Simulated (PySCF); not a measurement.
C4H6BN.
SMILES: `C[B@@H-]([N+]#C)C#C`

Theory: PBE0-D3(BJ)/def2-SVP geometry optimisation, gas phase in PySCF 2.14.0.

Masses are those of the commonest isotopes; rigid-rotor values at the optimised geometry. 

(1) What are A, B and C (MHz)?

(2) What kind of rotor is it?

(3) Is it planar, by Δ = Ic − Ia − Ib?

(4) Give the other two planar moments, Paa and Pbb, and the rms extents of the mass along the axes.

(5) Where do the levels up to J = 2 lie, in K?

(6) Which lines would a microwave search look for?

(7) Estimate the classical rotational partition function at 10 K, 100 K and 500 K.

Answers

(1) Ia = 105.94, Ib = 187.89, Ic = 273.87 u·Å²; 505379 MHz·u·Å²/I gives A = 4771, B = 2690, C = 1845 MHz.

(2) An asymmetric top; Ray's κ = -0.423.

(3) Not planar: Δ = Ic − Ia − Ib = -19.96 u·Å². For a rigid frame Δ = −2 Σ m c², so Σ m c² = 9.98 u·Å² lies off the ab plane: 5.25 from hydrogen and 4.73 from heavier atoms. The atom farthest from that plane is 1.71 Å away.

(4) Paa = Σ m a² = (Ib + Ic − Ia)/2 = 177.91 and Pbb = Σ m b² = (Ia + Ic − Ib)/2 = 95.96 u·Å². With the mass M = 79.06 u, the rms extents √(P/M) along a, b and c are 1.50, 1.10, 0.36 Å.

(5) Above 0(0,0), as E/k:
J = 1: 1(0,1) 0.218, 1(1,1) 0.318, 1(1,0) 0.358
J = 2: 2(0,2) 0.643, 2(1,2) 0.712, 2(1,1) 0.834, 2(2,1) 1.133, 2(2,0) 1.144

(6) The dipole components are |μa| = 5.01 D, |μb| = 3.05 D, |μc| = 1.40 D. The squared components, which scale the intensities, stand as 1.00 : 0.37 : 0.08 (a : b : c). Some of the stronger lines:

```json
{"type": "b", "branch": "Q", "J(Ka,Kc)": "1(1,0) ← 1(0,1)", "MHz": "2925", "lower level (cm⁻¹)": "0.151"}
{"type": "b", "branch": "Q", "J(Ka,Kc)": "2(1,1) ← 2(0,2)", "MHz": "3979", "lower level (cm⁻¹)": "0.447"}
{"type": "a", "branch": "Q", "J(Ka,Kc)": "3(1,2) ← 3(1,3)", "MHz": "5033", "lower level (cm⁻¹)": "0.903"}
{"type": "b", "branch": "Q", "J(Ka,Kc)": "3(2,1) ← 3(1,2)", "MHz": "6101", "lower level (cm⁻¹)": "1.071"}
{"type": "b", "branch": "Q", "J(Ka,Kc)": "2(2,0) ← 2(1,1)", "MHz": "6452", "lower level (cm⁻¹)": "0.580"}
{"type": "a", "branch": "R", "J(Ka,Kc)": "2(1,2) ← 1(1,1)", "MHz": "8226", "lower level (cm⁻¹)": "0.221"}
{"type": "b", "branch": "R", "J(Ka,Kc)": "3(1,2) ← 2(2,1)", "MHz": "8477", "lower level (cm⁻¹)": "0.788"}
{"type": "b", "branch": "Q", "J(Ka,Kc)": "2(2,1) ← 2(1,2)", "MHz": "8776", "lower level (cm⁻¹)": "0.495"}
{"type": "b", "branch": "R", "J(Ka,Kc)": "2(1,2) ← 1(0,1)", "MHz": "10307", "lower level (cm⁻¹)": "0.151"}
{"type": "b", "branch": "Q", "J(Ka,Kc)": "3(3,1) ← 3(2,2)", "MHz": "12633", "lower level (cm⁻¹)": "1.242"}
{"type": "a", "branch": "R", "J(Ka,Kc)": "3(1,2) ← 2(1,1)", "MHz": "14720", "lower level (cm⁻¹)": "0.580"}
{"type": "b", "branch": "R", "J(Ka,Kc)": "2(2,1) ← 1(1,0)", "MHz": "16157", "lower level (cm⁻¹)": "0.249"}
{"type": "b", "branch": "R", "J(Ka,Kc)": "3(2,2) ← 2(1,1)", "MHz": "19848", "lower level (cm⁻¹)": "0.580"}
{"type": "b", "branch": "R", "J(Ka,Kc)": "3(2,1) ← 2(1,2)", "MHz": "23354", "lower level (cm⁻¹)": "0.495"}
```

(7) Point group C1, symmetry number σ = 1; q = (√π/σ)·√((kT/h)³/(ABC)), k/h = 20836.6 MHz/K: 1100 at 10 K, 34600 at 100 K, 387000 at 500 K.

No PBE0-D3(BJ)/def2-SVP frequencies stand behind this structure, so it isn't proved a minimum. These are rigid-rotor constants of the computed structure; measured ground-state constants (B0) also hold zero-point vibration. A rigid rotor knows nothing of internal rotation, which can split or shift real lines. Quadrupole hyperfine structure (11B, 14N) is left out.
